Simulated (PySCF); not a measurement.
C$_{2}$H$_{3}$BF$_{2}$, singlet, at a GFN2-xTB geometry. Base run: HF/6-31G, polarisability (PySCF).

The PySCF input:
```python
from pyscf import gto, scf
from pyscf.prop import polarizability

mol = gto.M(
    atom='''
B    -0.071047   -0.020907    0.505902
F    -0.438169   -0.687479    1.584120
F     0.326608    1.214238    0.749074
C    -0.104421   -0.634744   -0.917439
C     0.264329    0.031348   -2.009890
H    -0.445875   -1.656961   -1.020751
H     0.235439   -0.409622   -2.993419
H     0.610265    1.050660   -1.950103
''',
    basis='6-31g',
    charge=0,
    spin=0,
    verbose=4,
)

mf = scf.RHF(mol)
mf.kernel()
alpha = mf.Polarizability().polarizability()[2, 2]
print('alpha_zz =', alpha)
```

Each row names what was changed in the base input (with any setting that the change needs).

| change | alpha_zz (bohr³) | basis functions |
|---|---|---|
| base | 39.96 | 51 |
| basis = 6-31G* | 41.13 | 76 |
| basis = STO-3G | 27.17 | 28 |
| finite field (a.u.) = 2e-4; conv_tol = 1e-11 | 39.96 | 51 |
| finite field (a.u.) = 2e-4; conv_tol = 1e-6 | 38.89 | 51 |
| finite field (a.u.) = 0.005; conv_tol = 1e-11 | 39.96 | 51 |
| finite field (a.u.) = 0.02; conv_tol = 1e-11 | 40.03 | 51 |
| finite field (a.u.) = 0.001; conv_tol = 1e-11 | 39.96 | 51 |
| finite field (a.u.) = 0.05; conv_tol = 1e-11 | 40.37 | 51 |
| functional = lda,vwn | 43.11 | 51 |
| basis = cc-pVDZ | 42.26 | 85 |
| basis = def2-SVPD | 46.62 | 130 |

Finite-field rows take the second difference of the energy in a field along z; a small field with loose convergence shows SCF noise divided by the square of the field, and a large one adds hyperpolarisability.
